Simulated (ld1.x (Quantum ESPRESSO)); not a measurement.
# How hard is this chromium TM semilocal potential?

```json
{
 "Element": "chromium",
 "Generator": "ld1.x (Quantum ESPRESSO) 7.5",
 "Type": "norm-conserving Troullier–Martins (semilocal form)",
 "Functional": "LDA (PZ)",
 "Relativity": "scalar-relativistic",
 "Frozen core": "[Ne]",
 "Valence charge": "14",
 "Reference configuration": "3s2 3p6 3d4 4s0 4p0 (charge +2)",
 "Partial waves": "3s (bound): rc 1.10 bohr; 3p (bound): rc 1.40 bohr; 3d (bound): rc 1.60 bohr",
 "Local potential": "the d channel",
 "Core correction": "none"
}
```

The pseudo-atom Hamiltonian at the reference potential is diagonalised in spherical Bessel functions j_l(qr) that vanish at 20 bohr, with q² up to the cutoff. All-electron valence levels (Ry): 3s -6.9666, 4s -1.3792, 3p -4.8831, 4p -0.9887, 3d -1.7009.

How do the lowest levels (Ry) of each channel move with the cutoff, and are there ghosts?

| cutoff (Ry) | s #1 | s #2 | s #3 | p #1 | p #2 | p #3 | d #1 | Σ f·Δε (mRy) |
| --- | --- | --- | --- | --- | --- | --- | --- | --- |
| 8 | -6.4703 | -1.2960 | -0.4989 | -2.9443 | -0.7397 | -0.3388 | -0.7181 | 16557.2 |
| 12 | -6.6300 | -1.3557 | -0.5166 | -3.6423 | -0.8300 | -0.3650 | -0.7648 | 11862.6 |
| 21 | -6.6623 | -1.3665 | -0.5203 | -4.4842 | -0.9339 | -0.3942 | -0.8872 | 6257.1 |
| 30 | -6.7659 | -1.3732 | -0.5217 | -4.7859 | -0.9752 | -0.4057 | -1.0653 | 3527.3 |
| 45 | -6.9183 | -1.3909 | -0.5261 | -4.8772 | -0.9909 | -0.4101 | -1.4582 | 1102.9 |
| 55 | -6.9491 | -1.3964 | -0.5275 | -4.8822 | -0.9922 | -0.4105 | -1.6159 | 380.8 |
| 70 | -6.9533 | -1.3980 | -0.5280 | -4.8828 | -0.9924 | -0.4106 | -1.6868 | 85.2 |
| 100 | -6.9594 | -1.3982 | -0.5281 | -4.8831 | -0.9925 | -0.4106 | -1.7007 | 15.9 |
| 120 | -6.9643 | -1.3987 | -0.5282 | -4.8831 | -0.9925 | -0.4106 | -1.7007 | 5.3 |
| 180 | -6.9662 | -1.3990 | -0.5282 | -4.8832 | -0.9925 | -0.4106 | -1.7009 | 0.9 |
| 230 | -6.9665 | -1.3991 | -0.5283 | -4.8832 | -0.9925 | -0.4106 | -1.7009 | 0.1 |
| 400 | -6.9666 | -1.3991 | -0.5283 | -4.8832 | -0.9925 | -0.4106 | -1.7009 | 0.0 |

Result: no extra level below or beside the all-electron valence levels (s, p, d tested); the semilocal form is local in each channel, so this says nothing of the separable form that plane-wave codes build from it; 10 mRy is reached at 110 Ry and 1 mRy at 180 Ry.
